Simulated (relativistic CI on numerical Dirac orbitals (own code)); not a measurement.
**Sensitivity of the levels of Ho I to α and to the nuclear radius**

Calculated at this level of theory: Dirac-Coulomb-Breit CI, separate exchange-only KLI orbitals for each configuration, valence Slater integrals scaled by 0.85, P86 correlation energy added to each configuration, derivatives by finite differences, QED left out (own radial code, finite nucleus).

CI space (outside the closed core [Xe]): 4f11 6s2, 4f11 6s 6p, 4f11 6s 7s, 4f9 6s2 7s2, 4f11 7s2, 4f12 6s, 4f13. The list is cut by size and lacks configurations that can hold low levels.

With x = (α/α₀)² − 1 an excitation energy changes as ω = ω₀ + qx; K = 2q/ω₀ is the relative enhancement. Terms are leading LS components, so labels can repeat. The field-shift factor is F = δν/δ⟨r²⟩ for the transition from the lowest level.

Lowest level 4f11 6s2 4I°_15/2.

| Level | ω₀ (cm⁻¹) | q (cm⁻¹) | K | F (GHz/fm²) |
| --- | --- | --- | --- | --- |
| 4f11 6s2 4I°_13/2 | 5434.4 | 5200 | 1.91 | 0.207 |
| 4f11 6s2 4I°_11/2 | 8584.1 | 6097 | 1.42 | 0.321 |
| 4f11 6s 6p 6H_15/2 | 10303.2 | 2065 | 0.401 | -6.98 |
| 4f11 6s2 4I°_9/2 | 10673.0 | 5340 | 1 | 0.394 |
| 4f11 6s 6p 6I_17/2 | 10982.3 | 2657 | 0.484 | -7.06 |
| 4f11 6s 6p 2K_15/2 | 11320.2 | 2702 | 0.477 | -7.25 |
| 4f11 6s 6p 4H_13/2 | 11458.0 | 2899 | 0.506 | -7.21 |
| 4f11 6s 6p 6K_19/2 | 11859.9 | 3936 | 0.664 | -7.12 |
| 4f11 6s 6p 6I_17/2 | 12303.6 | 4055 | 0.659 | -7.21 |
| 4f11 6s 6p 4I_15/2 | 12669.1 | 4153 | 0.656 | -7.31 |
| 4f11 6s 6p 2I_13/2 | 12934.3 | 4218 | 0.652 | -7.39 |
| 4f11 6s 6p 2H_11/2 | 12994.7 | 4306 | 0.663 | -7.44 |
| 4f11 6s2 4F°_9/2 | 14425.7 | 1234 | 0.171 | 0.494 |

Correlation outside the listed configurations is missing or only estimated: errors of thousands of cm⁻¹ between configurations and terms are usual at this charge. Rates and lifetimes follow the computed energies and can be off by large factors. The fine structure of a lone outer electron comes out too small, for d and f at times inverted, and misplaced configurations move strength between like terms.
